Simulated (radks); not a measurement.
Species: the terbium ion Tb+. Configuration: [Kr] 4d10 4f9 5s2 5p4 6s1 5d2 (not the ground configuration). All-electron calculation, Dirac Kohn-Sham, LDA (Slater exchange, Perdew-Wang correlation), spin-unpolarised, spherical densities, finite nucleus; open shells fill j = l - 1/2 first; Fermi nuclear charge, rms radius 5.06 fm. Program: a radial shooting solver on a logarithmic mesh with Libxc functionals. Some entries of the table are withheld. Estimate them.

orbital,occ.,eigenvalue (eV),r(max) (bohr)
1s1/2,2,-51759.56,(1)
2s1/2,2,-8586.604,0.07773
2p1/2,2,-8164.571,0.05859
2p3/2,4,-7418.812,0.06452
3s1/2,2,-1912.390,(2)
3p1/2,2,-1728.230,0.2074
3p3/2,4,-1574.339,0.2199
3d3/2,4,-1255.540,(3)
3d5/2,6,-1221.925,(4)
4s1/2,2,-387.3515,0.5053
4p1/2,2,-315.2038,0.5089
4p3/2,4,-280.8173,0.5358
4d3/2,4,-161.7157,(5)
4d5/2,6,-155.5101,(6)
5s1/2,2,-58.6279,1.176
5p1/2,2,-38.7632,1.280
5p3/2,2,-34.0799,1.360
4f5/2,6,-14.9818,(7)
4f7/2,3,-14.1779,(8)
6s1/2,1,-10.0872,3.102
5d3/2,2,-9.6327,1.869
5d5/2,0,-9.2836,1.914
6p1/2,0,-6.4987,3.762
6p3/2,0,-6.0157,3.986
7s1/2,0,-2.9091,7.400
6d3/2,0,-2.2159,6.709
6d5/2,0,-2.1730,6.827
5f5/2,0,-1.0855,(9)
5f7/2,0,-1.0844,(10)

Answer. 
(1) 1s1/2 r(max) (bohr): 0.01365
(2) 3s1/2 r(max) (bohr): 0.2202
(3) 3d3/2 r(max) (bohr): 0.1742
(4) 3d5/2 r(max) (bohr): 0.1777
(5) 4d3/2 r(max) (bohr): 0.5422
(6) 4d5/2 r(max) (bohr): 0.5510
(7) 4f5/2 r(max) (bohr): 0.5525
(8) 4f7/2 r(max) (bohr): 0.5579
(9) 5f5/2 r(max) (bohr): 8.964
(10) 5f7/2 r(max) (bohr): 8.987
